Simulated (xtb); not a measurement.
Br₃Ge, doublet, at a GFN2-xTB geometry; GFN0-xTB (xtb 6.7.1).

Here is a job for xtb.
```
$ xtb mol.xyz --gfn 0 --uhf 1 --etemp 1000 --json

# file mol.xyz
4

Br     2.09670753    -0.74773372    -0.18227923
Ge    -0.01165126     0.00697700     0.73093637
Br    -1.68896558    -1.44229543    -0.23599374
Br    -0.39708937     2.18365017    -0.25001172
```

**Question.** What does xtb print? Leave out banner, timings and long lists.

**Answer.** 
```
   ID    Z sym.   atoms
    1   35 Br     1, 3, 4
    2   32 Ge     2

           -------------------------------------------------
          |                Calculation Setup                |
           -------------------------------------------------

           -------------------------------------------------
          |                 G F N 0 - x T B                 |
           -------------------------------------------------

          ...................................................
          :                      SETUP                      :
          :.................................................:
          :  # basis functions                  40          :
          :  # atomic orbitals                  36          :
          :  # shells                           12          :
          :  # electrons                        25          :
          :  electronic temp.         1000.0000000     K    :
          :  accuracy                    1.0000000          :
          :  -> integral cutoff          0.2500000E+02      :
          :  -> integral neglect         0.1000000E-07      :
          ...................................................

         :::::::::::::::::::::::::::::::::::::::::::::::::::::
         ::                     SUMMARY                     ::
         :::::::::::::::::::::::::::::::::::::::::::::::::::::
         :: total energy             -13.036132115756 Eh    ::
         :: gradient norm              0.013589389931 Eh/a0 ::
         :: HOMO-LUMO gap              4.394904698704 eV    ::
         ::.................................................::
         :: H0 energy                -12.899531537109 Eh    ::
         :: repulsion energy           0.005338005552 Eh    ::
         :: electrostat energy        -0.140528057631 Eh    ::
         :: -> Gsolv                   0.000000000000 Eh    ::
         ::    -> Gsasa                0.000000000000 Eh    ::
         ::    -> Gshift               0.000000000000 Eh    ::
         :: dispersion energy         -0.001410526568 Eh    ::
         :: short-range corr.          0.000000000000 Eh    ::
         :: add. restraining           0.000000000000 Eh    ::
         :: total charge               0.000000000000 e     ::
         :::::::::::::::::::::::::::::::::::::::::::::::::::::

           -------------------------------------------------
          |                Property Printout                |
[...]
        18                         -0.0530833              -1.4445
        19                         -0.0498379              -1.3562
        20                         -0.0462193              -1.2577
        21                         -0.0462193              -1.2577
        22                         -0.0423892              -1.1535
        23                         -0.0419254              -1.1408
        24                         -0.0419254              -1.1408
       ...                                ...                  ...
        36                          0.9912663              26.9737
      -------------------------------------------------------------
                  HL-Gap            0.1615098 Eh            4.3949 eV
             Fermi-level            0.0000000 Eh            0.0000 eV

     #   Z          covCN         q      C6AA      α(0)
     1  35 Br       0.832    -0.224   186.615    22.039
     2  32 Ge       2.482     0.671   222.980    29.184
     3  35 Br       0.832    -0.224   186.615    22.039
     4  35 Br       0.832    -0.224   186.615    22.039

 Mol. C6AA /au·bohr⁶  :       3108.108427
 Mol. C8AA /au·bohr⁸  :     218733.853971
 Mol. α(0) /au        :         95.302519

Wiberg/Mayer (AO) data.
largest (>0.10) Wiberg bond orders for each atom

 ---------------------------------------------------------------------------
     #   Z sym  total        # sym  WBO       # sym  WBO       # sym  WBO
 ---------------------------------------------------------------------------
     1  35 Br   1.398 --     2 Ge   1.150     3 Br   0.124     4 Br   0.124
     2  32 Ge   3.450 --     3 Br   1.150     4 Br   1.150     1 Br   1.150
     3  35 Br   1.398 --     2 Ge   1.150     4 Br   0.124     1 Br   0.124
     4  35 Br   1.398 --     2 Ge   1.150     3 Br   0.124     1 Br   0.124
 ---------------------------------------------------------------------------

Topologies differ in total number of bonds
Writing topology from bond orders to xtbtopo.mol

 dipole moment from electron density (au)
     X       Y       Z
  -0.0106   0.0063   0.6632  total (Debye):    1.686

           -------------------------------------------------
          | TOTAL ENERGY              -13.036132115756 Eh   |
          | GRADIENT NORM               0.013589389931 Eh/α |
          | HOMO-LUMO GAP               4.394904698704 eV   |
           -------------------------------------------------

normal termination of xtb
```
